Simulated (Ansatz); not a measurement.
CH$_{4}$AlCl$_{2}$N, SMILES `C[NH][Al]([Cl])[Cl]`, relaxed with RKS PBE-D4/def2-SVP in the Gaussian-basis code of Ansatz from a rough embedded geometry. The force threshold is 0.03 eV/Å; the program also tests the step.

Total charge 0; spin multiplicity 1.

Start:

```xyz
9

C     0.219   -1.286   -0.051
N    -0.118   -0.225    0.843
Al    0.043    1.508   -0.014
Cl    1.943    2.199   -0.744
Cl   -1.734    2.824   -0.144
H     1.236   -1.172   -0.466
H    -0.503   -1.238   -0.962
H     0.069   -2.242    0.407
H    -1.156   -0.370    1.131
```

By how much does the energy fall, and how many steps does the optimiser take? (Best estimate.)

Ansatz gave: 84.07 kJ/mol, in 9 steps.

Which bonds change most? (Estimate.)

The calculation gave: N2–Al3 from 1.940 to 1.771 Å; Al3–Cl5 from 2.215 to 2.105 Å; N2–H9 from 1.087 to 1.024 Å; C1–H7 from 1.163 to 1.114 Å.

Give the relaxed structure. (An estimate is asked.)

Computed: 
```xyz
9

C     0.229   -1.319   -0.083
N    -0.531   -0.118    0.228
Al   -0.058    1.574    0.004
Cl    1.830    2.024   -0.814
Cl   -1.378    3.116    0.564
H     1.218   -1.044   -0.503
H    -0.278   -1.964   -0.837
H     0.421   -1.948    0.816
H    -1.453   -0.322    0.626
```
